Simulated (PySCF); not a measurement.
Isomers of C5H11FO2, one GFN2-xTB conformer each. Single-point energies are computed at PBE0/pcSseg-1 (PySCF, gas phase, no added dispersion term), electronic only.

Task: Rank them by PBE0/pcSseg-1 energy, lowest first (kcal/mol).
A. `[CH3:1][O:2][CH2:3][C@@H:4]([CH2:5][F:6])[O:7][CH3:8]` with C1–O2–C3–C4 179°, O2–C3–C4–C5 61°, C3–C4–C5–F6 -158°, C3–C4–O7–C8 166°
B. `[CH3:1][CH2:2][O:3][C@H:4]([CH3:5])[O:6][CH2:7][F:8]` with C1–C2–O3–C4 174°, C2–O3–C4–C5 -174°, O3–C4–O6–C7 -146°, C4–O6–C7–F8 -72°

Result: B (0.0), A (20.0).

GFN2-xTB itself gives, in the same order: 0.0, 12.7. Both levels put the same isomer lowest.

Task: Which frontier levels, dipoles and rotational constants go with these structures?

Result: 
```
         SMILES  HOMO (eV, PBE0/pcSseg-1)  LUMO (eV)  dipole (D)      A, B, C (MHz)
 CCO[C@H](C)OCF                     -7.95       1.45        2.31  4182, 1010, 855.4
COC[C@@H](CF)OC                     -7.42       1.45        1.86  3225, 1111, 874.3
```
